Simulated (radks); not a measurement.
Values are calculated unless marked as measured or tabulated.
Q: Ionisation of neutral niobium, [Kr] 4d4 5s1, to Nb+, [Kr] 4d4, under several functionals. Scalar-relativistic Kohn-Sham, spin-polarised, spherical densities, finite nucleus; open shells are filled with parallel spins first (spin-orbit coupling, left out, can overturn this in heavy ions); a radial shooting solver on a logarithmic mesh with Libxc functionals. Known Delta-SCF values: RPBE 7.073 eV. What does BP86 give, and what is its highest occupied eigenvalue?

A: 7.321 eV by Delta-SCF; the 4d eigenvalue is -3.802 eV. NIST: 6.759 eV (measured).
